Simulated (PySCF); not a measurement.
C2F3, SMILES [C](=C(F)F)F, multiplicity 2.

Geometry optimised at B3LYP-D3(BJ)/def2-SVP. The isomer is the one that the SMILES or the coordinates give; other isomers of the formula were not compared.

Two levels are set side by side: PBE/def2-TZVPD (PySCF) and ωB97X/def2-TZVPD (PySCF). Same geometry, gas phase. Differences are taken from unrounded values.

```json
[
 {"quantity": "α-spin orbital gap (eV)", "PBE": "5.88"},
 {"quantity": "β-spin orbital gap (eV)", "PBE": "1.53"},
 {"quantity": "dipole moment (D)", "PBE": "0.32"},
 {"quantity": "mean polarisability (bohr³)", "PBE": "29.7"}
]
```

Problem. These are the PBE values. What does ωB97X give? (The exact figures need the calculation; the answer reports its results.)

Solution. 
```
quantity                     ωB97X  PBE minus ωB97X
---------------------------  -----  ---------------
α-spin orbital gap (eV)      12.23            -6.35
β-spin orbital gap (eV)       8.53            -7.00
dipole moment (D)             0.39            -0.07
mean polarisability (bohr³)   28.2              1.5
```

PBE's more diffuse valence density responds more strongly to a field. Differences between two approximate levels are no errors against the true value.

Rough cost on one machine, each run with all the roots and properties that it gave: ωB97X against PBE within a factor of 2.
